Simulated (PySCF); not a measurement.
**Question.** What does the PBE0-D3(BJ)/def2-SVP structure of InChI=1S/Ge4H12Si/c1-5(2,3)4/h1-4H3 look like in three dimensions?

**Answer.** 
```
atom  x, y, z in Å
Si1   -0.0027   -0.0018    0.0194
Ge2   -0.0436    0.0425    2.4032
H3     0.6632   -1.2033    2.9715
H4    -1.4973    0.0584    2.9129
H5     0.6767    1.2995    2.9277
Ge6    2.2555    0.0131   -0.7471
H7     2.9983   -1.2500   -0.2706
H8     2.9910    1.2529   -0.2022
H9     2.2935    0.0557   -2.2870
Ge10  -1.1246    1.9115   -0.8576
H11   -2.5847    1.9492   -0.3658
H12   -1.1261    1.8585   -2.3978
H13   -0.4217    3.2076   -0.4101
Ge14  -1.0947   -1.9686   -0.7747
H15   -0.3805   -3.2267   -0.2437
H16   -1.0701   -2.0019   -2.3150
H17   -2.5610   -1.9971   -0.3029
```

Orientation and origin are arbitrary. Atoms count from 1 in this order. Si1 (silicon bonded to 4 Ge) is tetrahedral (angles from 108.8° to 110.2°). Ge2 (germanium bonded to Si and 3 H) is tetrahedral (angles from 108.6° to 110.3°). All 4 Ge–Si bonds measure 2.385 to 2.386 Å.

Bonds between heavy atoms (Å): Si1–Ge2 2.385, Si1–Ge6 2.385, Si1–Ge10 2.385, Si1–Ge14 2.386.

Computed, not measured: PySCF 2.14.0, PBE0-D3(BJ)/def2-SVP geometry optimisation, gas phase.

Stationary, but not proved a minimum.

Time: 2.5 min wall, 6.2 min CPU; peak memory 1.5 GiB. Hardware: 2 threads of an AMD EPYC 9R45, shared host with 96 logical CPUs at a one-minute load of 43. This is the geometry optimisation.
